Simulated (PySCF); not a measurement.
H₄F₃NOSi₂ (SMILES N[SiH2]O[Si](F)(F)F), singlet, at a GFN2-xTB geometry; CASSCF(6,4)+NEVPT2/STO-3G in PySCF.

The PySCF input:
```python
from pyscf import gto, scf, mcscf, mrpt
import numpy

mol = gto.M(
    atom='''
Si   -1.03707030    0.35814637    0.23207245
F    -1.74914992   -0.51809760    1.33787192
F    -1.14910743    1.86423490    0.68802060
F    -1.90521009    0.19256663   -1.07731668
O     0.47219515   -0.01995508    0.03637194
Si    1.63870030   -1.06902852   -0.47263341
N     3.01549968   -0.05548155   -0.50519068
H     1.31330265   -1.49228170   -1.82882523
H     1.60202136   -2.15744987    0.50645717
H     3.08360103    0.72343310    0.13047835
H     3.92340294   -0.42167562   -0.73207996
''',
    basis='sto-3g',
    verbose=4,
)

mf = scf.RHF(mol)
mf.kernel()
mc = mcscf.CASSCF(mf, 4, 6)
mc.fix_spin_(ss=0.0)
mc.kernel()
occ = numpy.linalg.eigvalsh(mc.fcisolver.make_rdm1(mc.ci, mc.ncas, mc.nelecas))[::-1]
ss = mc.fcisolver.spin_square(mc.ci, mc.ncas, mc.nelecas)[0]
print('natural occupations', occ.round(4), ' <S^2>', round(ss, 4))
e2 = mrpt.NEVPT(mc).kernel()
print('E(NEVPT2) = %.10f' % (mc.e_tot + e2))
```

Write the output that PySCF gives for this input, abridged.


```
PySCF version 2.14.0

[INPUT] verbose = 4
[INPUT] num. atoms = 11
[INPUT] num. electrons = 74
[INPUT] charge = 0
[INPUT] spin (= nelec alpha-beta = 2S) = 0
[INPUT] symmetry False subgroup None
[INPUT] Mole.unit = angstrom
[INPUT] Symbol           X                Y                Z      unit          X                Y                Z       unit  Magmom
[...]
nuclear repulsion = 506.352840268847
number of shells = 29
number of NR pGTOs = 141
number of NR cGTOs = 47
basis = sto-3g
ecp = {}

******** <class 'pyscf.scf.hf.RHF'> ********
method = RHF
initial guess = minao
damping factor = 0
level_shift factor = 0
DIIS = <class 'pyscf.scf.diis.CDIIS'>
diis_start_cycle = 1
diis_space = 8
diis_damp = 0
SCF conv_tol = 1e-09
SCF conv_tol_grad = None
SCF max_cycles = 50
direct_scf = True
direct_scf_tol = 1e-13
Set gradient conv threshold to 3.16228e-05
Initial guess from minao.
init E= -995.879037132923
[...]
cycle= 1 E= -995.209237028458  delta_E= 0.67  |g|= 0.646  |ddm|= 4.08
[...]
cycle= 2 E= -995.367206831594  delta_E= -0.158  |g|= 0.136  |ddm|= 1.13
[...]
cycle= 3 E= -995.3742338685  delta_E= -0.00703  |g|= 0.0366  |ddm|= 0.226
[...]
cycle= 4 E= -995.375015356182  delta_E= -0.000781  |g|= 0.0103  |ddm|= 0.0815
[...]
cycle= 5 E= -995.375085773295  delta_E= -7.04e-05  |g|= 0.00184  |ddm|= 0.0285
[...]
cycle= 6 E= -995.375087900523  delta_E= -2.13e-06  |g|= 0.0004  |ddm|= 0.00474
[...]
cycle= 7 E= -995.375087998313  delta_E= -9.78e-08  |g|= 9.19e-05  |ddm|= 0.00102
[...]
cycle= 8 E= -995.375088005038  delta_E= -6.72e-09  |g|= 2.32e-05  |ddm|= 0.000277
[...]
cycle= 9 E= -995.37508800549  delta_E= -4.52e-10  |g|= 2.45e-06  |ddm|= 8.45e-05
[...]
Extra cycle  E= -995.375088005499  delta_E= -8.87e-12  |g|= 9.31e-07  |ddm|= 4.92e-06
converged SCF energy = -995.375088005499

******** <class 'pyscf.mcscf.mc1step.CASSCF'> ********
CAS (3e+3e, 4o), ncore = 34, nvir = 9
max_cycle_macro = 50
max_cycle_micro = 4
conv_tol = 1e-07
conv_tol_grad = None
orbital rotation max_stepsize = 0.02
orbital rotation threshold for CI restart = 0.01
augmented hessian ah_max_cycle = 30
augmented hessian ah_conv_tol = 1e-12
augmented hessian ah_linear dependence = 1e-14
augmented hessian ah_level shift = 1e-08
augmented hessian ah_start_tol = 2.5
augmented hessian ah_start_cycle = 3
augmented hessian ah_grad_trust_region = 3
kf_trust_region = 3
kf_interval = 4
ci_response_space = 4
ci_grad_trust_region = 3
with_dep4 0
natorb = False
canonicalization = True
sorting_mo_energy = False
[...]
CASCI E = -995.375908954637  S^2 = 0.0000000
CASSCF energy = -995.386105038012
CASCI E = -995.386105038012  E(CI) = -9.77239428069697  S^2 = 0.0000000
[...]
2 F 2px         -0.09295   0.17272   0.10469  -0.09611
2 F 2py          0.07924  -0.06742  -0.07605   0.07139
2 F 2pz          0.07936  -0.03216  -0.02731   0.04064
3 F 1s           0.00046   0.00052  -0.00026   0.00140
3 F 2s           0.08423   0.02479   0.02816  -0.06818
3 F 2px          0.39159   0.62534   0.16562  -0.18629
3 F 2py         -0.09157  -0.12678  -0.03121   0.03151
3 F 2pz          0.18768   0.25700   0.03910  -0.09857
4 O 1s           0.01679  -0.00976  -0.00127   0.00418
4 O 2s           0.46419  -0.28769  -0.26232  -0.23802
4 O 2px          0.21844  -0.19825   0.75789   0.50708
4 O 2py          0.30388  -0.20066  -0.06953  -0.11464
4 O 2pz          0.49117   0.08555   0.00759  -0.04563
5 Si 1s         -0.00015   0.00004   0.00023  -0.00023
5 Si 2s          0.00261  -0.00126  -0.00167   0.00152
5 Si 3s         -0.00030  -0.02634   0.09823  -0.08514
5 Si 2px        -0.00314   0.00042   0.00479  -0.00157
5 Si 2py         0.00262  -0.00044  -0.00364   0.00245
5 Si 2pz         0.00068  -0.00034  -0.00192   0.00139
5 Si 3px         0.01406   0.04204  -0.10830   0.03878
5 Si 3py         0.05160  -0.07352   0.15182  -0.08901
5 Si 3pz         0.05314  -0.01328   0.07424  -0.04950
6 N 1s           0.00032  -0.00025   0.00063  -0.00049
6 N 2s          -0.03460   0.02880  -0.04755   0.02590
6 N 2px          0.04497  -0.04279   0.05162  -0.00358
6 N 2py          0.02478  -0.01088   0.02451  -0.01577
6 N 2pz         -0.02027   0.00039  -0.00453  -0.00098
7 H 1s           0.05013   0.00988   0.00053  -0.00951
8 H 1s          -0.03273   0.00098  -0.03184   0.00495
9 H 1s           0.00495  -0.00067  -0.00511   0.00272
10 H 1s          0.02036  -0.02145   0.03649  -0.01742
<CAS-nat-orb|mo-hf>  35     19       0.40874084
<CAS-nat-orb|mo-hf>  35     36       0.61680910
<CAS-nat-orb|mo-hf>  36     22       0.51495297
<CAS-nat-orb|mo-hf>  37     21       0.43240888
<CAS-nat-orb|mo-hf>  37     32       0.54973234
<CAS-nat-orb|mo-hf>  38     38       0.47186247
<CAS-nat-orb|mo-hf>  38     45       0.57599352
<CAS-nat-orb|mo-hf>  38     47       0.44147209
Sr    (-1)',   E = -0.00587541096632
Si    (+1)',   E = -0.00000000194080
Sijrs (0)  ,   E = -0.12377591535875
Sijr  (+1) ,   E = -0.00641549292556
Srsi  (-1) ,   E = -0.01691014461228
Srs   (-2) ,   E = -0.00351761364896
Sij   (+2) ,   E = -0.00057068993979
Sir   (0)' ,   E = -0.01989415164710
Nevpt2 Energy = -0.176959421039565
E(NEVPT2) = -995.5630644591
```
